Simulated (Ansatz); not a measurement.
CH4BNO2, SMILES `NB(O)C=O`. The species carries charge 0 and has multiplicity 1.

```xyz
9

N    -0.4094    1.1543   -0.3101
B    -0.1575   -0.2097   -0.1754
O    -0.7550   -1.2297   -0.8594
C     0.9570   -0.6266    0.9020
O     1.5469    0.1971    1.5644
H    -1.0695    1.5846   -0.9327
H     0.1110    1.7973    0.2652
H    -1.4183   -0.9607   -1.4984
H     1.1949   -1.7065    1.0443
```

(1) What are the harmonic wavenumbers in cm⁻¹ at PBE0-D4/def2-TZVP (Ansatz, finite differences of forces, unscaled)? (An estimate is asked.)

(2) Is this a minimum?

(3) Give the ideal-gas thermochemistry at 298.15 K and 1 bar (rigid rotor, harmonic oscillator; point group Cs, symmetry number 1).

Answers

(1) Ansatz gave: 123, 204, 370, 437, 457, 522, 554, 631, 789, 894, 965, 993, 1316, 1406, 1477, 1628, 1791, 2863, 3613, 3721, 3890.

(2) Yes, all 21 modes are real.

(3) Zero-point energy 171.3 kJ/mol; H(298) − E = 188.9 kJ/mol; entropy 311.3 J/(mol·K), of which translation 162.3, rotation 107.0, vibration 41.9; G(298) − E = 96.0 kJ/mol.
